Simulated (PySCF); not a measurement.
Species: C₆H₉FO₂.
Numbering: `[CH3:1][C@@H:2]1[O:3][C@@H:4]([F:5])[C:6]12[CH2:7][O:8][CH2:9]2` (hydrogens: H10, H11, H12 on C1; H13 on C2; H14 on C4; H15, H16 on C7; H17, H18 on C9)

Computed, not measured: TDDFT wB97X-D/def2-SVPD, vertical, gas phase, core orbitals frozen in the response in PySCF 2.14.0, density-fitted response routines. Isolated species at its PBE0-D3(BJ)/def2-SVP geometry, gas phase.

Broadening: Gaussians 0.25 eV wide at half height, area fixed by f = 4.319×10⁻⁹ ∫ε dν̃. The width is an assumption, not a result. The curve ends short of the highest state used, and states not computed would add to its high-energy end.

λ (nm), ε (L mol⁻¹ cm⁻¹) and a bar:
```
    147.3       1706 ##############
    148.5       1740 ##############
    149.7       1657 ##############
    150.9       1344 ###########
    152.1        988 ########
    153.3        916 ########
    154.5       1456 ############
    155.8       2671 ######################
    157.0       3617 ##############################
    158.2       3591 ##############################
    159.4       2619 ######################
    160.6       1419 ############
    161.8        579 #####
    163.0        180 #
    164.2         43 
    165.5          8 
    166.7          7 
    167.9         19 
    169.1         45 
    170.3         84 #
    171.5        123 #
    172.7        143 #
    174.0        131 #
    175.2         97 #
    176.4         58 
    177.6         29 
    178.8         12 
    180.0          4 
    181.2          1 
    182.4          0
```

(1) Locate the maxima and give the states behind the curve.

(2) Does any computed singlet lie in the visible range?

(3) Coming from long wavelengths, where does ε first pass 100 L mol⁻¹ cm⁻¹?

Results:

(1) 173 nm (7.17 eV), ε about 140, made up of S1 (100%); 158 nm (7.87 eV), ε about 3700, made up of S2 (100%); 149 nm (8.34 eV), ε about 1700, made up of S3 (13%), S4 (72%) and S5 (11%) (ε in L mol⁻¹ cm⁻¹; maxima over ε = 5, shares over 10%). At its high-energy end, 8.42 eV, the curve is still rising (ε about 1700, from S4, S5 and S6). The states used: S1 7.17 eV (f 0.0013); S2 7.87 eV (f 0.035); S3 8.19 eV (f 0.0057); S4 8.33 eV (f 0.012); S5 8.47 eV (f 0.0041); S6 8.62 eV (f 0.017); S7 8.68 eV (f 0.016); S8 8.89 eV (f 0.015); S9 8.97 eV (f 0.0041); S10 9.02 eV (f 0.016).

(2) No computed singlet lies in the visible range (380 to 750 nm); the lowest, at 173 nm, stands 3.91 eV above its violet end (3.26 eV).

(3) At about 175 nm (7.08 eV), 0.09 eV below S1.

All these states lie below the vertical ionisation energy of 9.95 eV (ΔSCF).

On one thread, Intel Xeon at 2.50 GHz (x86_64) (shared host), this took 18 min wall (grids of density and orbitals included) and 1.2 GiB of memory at its peak.
